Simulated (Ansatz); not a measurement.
`C[CH2][Al]([F])[Br]` + HCl → `[F][Al]([Cl])[Br]` + `CC`  (ligand exchange at the Al–C bond)

Computed with Ansatz on PBE0-D4/def2-TZVP structures; ΔE is electronic, products minus reactants. CBS: MP2 limit from def2 TZ/QZ plus the TZ coupled-cluster correction, frozen cores. This one scheme is used for every species. DFT in def2-TZVPP. B3LYP here is the variant with VWN-RPA as its local correlation; programs differ in this. HSE06 is defined as in plane-wave codes. For Br outer-core shells are correlated without core-valence functions, which leaves a few kJ/mol of doubt a bond. Scalar relativity is left out up to krypton. Each species was taken in one conformer, which may not be the lowest.

| level | ΔE (kJ/mol) | difference from CCSD(T)/CBS |
| --- | --- | --- |
| ωB97X-V | -157.0 | 1.0 |
| revPBE | -153.7 | 4.3 |
| BLYP | -156.7 | 1.3 |
| B3LYP | -160.4 | -2.4 |
| r2SCAN0 | -163.5 | -5.5 |
| HSE06 | -156.4 | 1.6 |
| BHLYP | -167.0 | -9.0 |
| CAM-B3LYP | -159.9 | -1.9 |
| CCSD(T)/def2-SVP | -162.0 | -4.0 |
| SCS-MP2/def2-QZVPP | -162.3 | -4.3 |
| CCSD(T)/CBS | -158.0 | 0 |

Largest T1 diagnostic among the species: 0.009.

The D4 term adds +3.7 kJ/mol with B3LYP and +2.4 kJ/mol with PBE0; it sums over pairs of atoms, weighted by their polarisabilities, and B3LYP, whose exchange is more repulsive, gets the larger term. In def2-TZVPP, CCSD(T) changes the Hartree–Fock value by +22.7 kJ/mol (the triples alone add +2.4 kJ/mol) and MP2 by +19.1 kJ/mol. From PBE to PBE0 (25 % exact exchange), in def2-TZVPP and without D4, ΔE moves by −5.6 kJ/mol.
